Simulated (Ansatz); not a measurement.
The B1–H2 bond of BF2H (SMILES FBF) is stretched (multiplicity 1, the rest rigid).
Geometry at rest (charge 0, multiplicity 1):
```tsv
atom	x (Å)	y (Å)	z (Å)
B	-0.2354	-0.3854	0.0819
H	-0.8442	-1.3818	0.2937
F	0.8992	-0.1388	0.7049
F	-0.6746	0.5064	-0.7830
```

Frozen-core correlation.

The values were computed with Ansatz (Gaussian orbitals). Values without a source in brackets are computed.

Energies above the point at 1.187 Å (the B3LYP-D3(BJ) bond length), FIC-MRCISD+Q on CASSCF(2,2)/cc-pVTZ (kcal/mol): 4.84 at 1.068 Å; 3.53 at 1.305 Å; 113.17 at 3.798 Å.

### Question
Take the last value as the depth D of a Morse curve D(1 − e^(−a(R − R₀)))², fit a and R₀ to the two near points, and test it at 1.602 and 2.077 Å.

### Answer

With D = 113.2, both near points (counted from the curve's value at 1.187 Å) are met by a = 1.61 Å⁻¹ and R₀ = 1.185 Å, so k = 2Da² = 587 kcal/(mol Å²). The curve then gives 27.1 and 65.7 kcal/mol; the level itself gives 27.4 and 69.5, so Morse is off by -0.3 and -3.7.

Ansatz is an electronic-structure program.
